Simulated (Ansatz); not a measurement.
`BCC(C)N`, charge 0, multiplicity 1.

Question: Give a relaxed structure at PBE0-D4/def2-TZVP (Ansatz 0.2.0). (Estimate.)

Answer: The calculation gave: 
Z-matrix (Å, degrees):
```
C
C 1 1.520
B 1 1.547 2 118.6
H 1 1.099 2 110.8 3 -131.0
H 1 1.107 2 108.7 3 116.2
N 2 1.459 1 109.4 3 -165.2
C 2 1.525 1 110.8 3 68.4
H 2 1.097 1 107.8 3 -49.7
H 3 1.200 1 121.4 2 15.3
H 3 1.198 1 120.2 2 -168.3
H 6 1.014 2 110.5 1 -177.8
H 6 1.015 2 109.7 1 -60.7
H 7 1.095 2 110.4 1 60.6
H 7 1.094 2 111.5 1 -59.4
H 7 1.093 2 111.1 1 -179.7
```
This is one stationary point; other conformers may exist.
